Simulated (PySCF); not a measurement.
B(SH)3 (BH₃S₃), SMILES SB(S)S. The structure is a stationary point at PBE0-D3(BJ)/def2-SVP. Other conformers were not sampled.

Computed equilibrium geometry at PBE0-D3(BJ)/def2-SVP (PySCF confirms it by a frequency run) as Cartesian coordinates in Å, and its point group (one conformer of several):
point group Cs.
```xyz
7

B      0.0075    -0.0117     0.0000
S     -1.6325     0.7546     0.0000
H     -1.2114     2.0379     0.0000
S      0.0074    -1.8202     0.0000
H      1.3438    -2.0023     0.0000
S      1.4632     1.0603     0.0000
H      2.4199     0.1081     0.0000
```
